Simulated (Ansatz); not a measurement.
Ligands exchanged one at a time, Ga F-Cl. All species are isolated molecules in the gas phase. Strings in code marks are SMILES.

Quantity: vertical ionisation energy (energy after one electron is removed minus that of the parent at the parent's geometry), in eV.

A: `[F][Ga]([Cl])[Cl]`
B: `[F][Ga]([F])[F]`
C: `[F][Ga]([F])[Cl]`

Problem. Put the candidates in order of vertical ionisation energy (energy after one electron is removed minus that of the parent at the parent's geometry), lowest first, for frozen-core CCSD(T)/cc-pVTZ // PBE-D3(BJ)/def2-TZVP (Ansatz, an electronic-structure program).

Solution. A (12.34 eV), C (12.75 eV), B (15.07 eV)
